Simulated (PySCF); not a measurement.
C₃H₇ITe, SMILES CC(C)[Te]I.

Coordinates come from a B3LYP-D3(BJ)/def2-SVP optimisation. The def2 effective core potentials stand for the cores of I, Te; spin–orbit coupling is left out. Other conformers were not sampled.

Method: PBE/def2-TZVP in PySCF.

Gas-phase values at a fixed geometry.

Computed frontier levels, gap, dipole moment and polarisability:
```
Quantity                                                                                                          Value
---------------------------------------------------------------------------------------------  ------------------------
highest occupied level                                                                                         -5.01 eV
lowest empty level                                                                                             -3.38 eV
orbital gap                                                                                                     1.63 eV
dipole moment                                                                                                 0.508 e·Å
quadrupole, principal values (traceless, Buckingham form, about the centre of nuclear charge)     -6.43, 0.23, 6.20 D·Å
mean static polarisability                                                                       113.8 bohr³ (16.87 Å³)
polarisability, principal values                                                               81.5, 108.0, 152.0 bohr³
```
